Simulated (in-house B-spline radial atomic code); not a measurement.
# Ionising the ruthenium ion Ru⁶⁺ with different functionals

Computed with an all-electron radial atomic-structure program (B-spline basis): non-relativistic Hamiltonian, point nucleus, spin-polarised at highest spin, spherical fractional occupations for the functionals, and exact exchange of hybrids averaged over the configuration. The ionisation energy is the difference of two self-consistent energies, [Kr] 4d2 → [Kr] 4d1, without Breit or QED terms; ε is the level of the shell that loses the electron (its least bound occupied spin orbital). There is no spin-orbit coupling in this Hamiltonian.

```json
{"method": "PBE0", "rung": "global hybrid", "ΔSCF (eV)": "94.47", "-ε(4d) (eV)": "88.22"}
{"method": "B3LYP", "rung": "global hybrid", "ΔSCF (eV)": "?", "-ε(4d) (eV)": "?"}
{"method": "TPSSh", "rung": "global hybrid", "ΔSCF (eV)": "94.36", "-ε(4d) (eV)": "86.76"}
{"method": "M06-2X", "rung": "global hybrid", "ΔSCF (eV)": "?", "-ε(4d) (eV)": "?"}
{"method": "BHandHLYP", "rung": "global hybrid", "ΔSCF (eV)": "94.27", "-ε(4d) (eV)": "90.29"}
{"method": "r2SCAN0", "rung": "global hybrid", "ΔSCF (eV)": "94.34", "-ε(4d) (eV)": "88.21"}
{"method": "B97-1", "rung": "global hybrid", "ΔSCF (eV)": "94.33", "-ε(4d) (eV)": "87.68"}
{"method": "HSE06", "rung": "range-separated hybrid", "ΔSCF (eV)": "94.43", "-ε(4d) (eV)": "87.77"}
{"method": "wB97X", "rung": "range-separated hybrid", "ΔSCF (eV)": "94.19", "-ε(4d) (eV)": "90.60"}
{"method": "CAM-B3LYP", "rung": "range-separated hybrid", "ΔSCF (eV)": "94.42", "-ε(4d) (eV)": "89.66"}
{"method": "LC-wPBE", "rung": "range-separated hybrid", "ΔSCF (eV)": "94.53", "-ε(4d) (eV)": "91.17"}
```

(1) What does M06-2X give?

(2) What does B3LYP give?

(3) Among the functionals, which spreads more, the ΔSCF values or the orbital energies?

(4) How do they compare with the NIST value?

Answers

(1) ΔSCF 94.33 eV, and -ε(4d) = 90.65 eV.

(2) ΔSCF 94.45 eV, and -ε(4d) = 87.72 eV.

(3) The orbital energies: ΔSCF values span about 0.34 eV and the orbital energies 4.42 eV; here energy differences depend much less on the functional than eigenvalues do.

(4) NIST lists 93 eV ± 2 (tabulated theory, ground level to ground level). Errors run from +1.19 to +1.53 eV; all lie within about twice that uncertainty, so the table can't rank the methods.
